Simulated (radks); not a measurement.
Species: Ni2+. Configuration: [Ar] 3d8 (the NIST ground configuration).

Method: scalar-relativistic Kohn-Sham, PBE, spin-polarised, spherical densities, finite nucleus; open shells are filled with parallel spins first; Fermi nuclear charge, rms radius 3.7757 fm; computed with a radial shooting solver on a logarithmic mesh with Libxc functionals.

Energy parts (hartree):
total: -1519.58877
kinetic: 1540.71381
electron-nucleus: -3628.66304
Hartree: 631.22360
exchange-correlation: -62.86314

Orbitals (lengths in bohr, moments of r in powers of bohr; r(max) is where P^2 peaks):
orbital  occ.  eigenvalue (hartree)   r(max)      <r>
1s up       1             -302.5156  0.03540  0.05409
1s down     1             -302.5158  0.03540  0.05409
2s up       1             -36.80810   0.2046   0.2450
2s down     1             -36.76735   0.2045   0.2448
2p up       3             -31.76475   0.1648   0.2154
2p down     3             -31.73412   0.1648   0.2152
3s up       1              -4.84176   0.6396   0.7402
3s down     1              -4.75811   0.6401   0.7415
3p up       3              -3.38404   0.6472   0.7780
3p down     3              -3.30202   0.6480   0.7804
3d up       5              -1.07611   0.6292   0.9598
3d down     3              -1.00061   0.6331   0.9817

The highest occupied level is 3d down at -27.228 eV. Summed over all electrons, <r^2> = 15.86 bohr^2, which gives a Langevin (diamagnetic) susceptibility term of -12.6 x 10^-6 cm^3/mol. For comparison, the ionisation energy in NIST's Atomic Spectra Database is 35.19 eV (measured). In exact Kohn-Sham theory the highest level is minus the ionisation energy, but local and semilocal functionals leave it too shallow, through self-interaction and a potential that decays too fast; potentials with the right tail come closer.
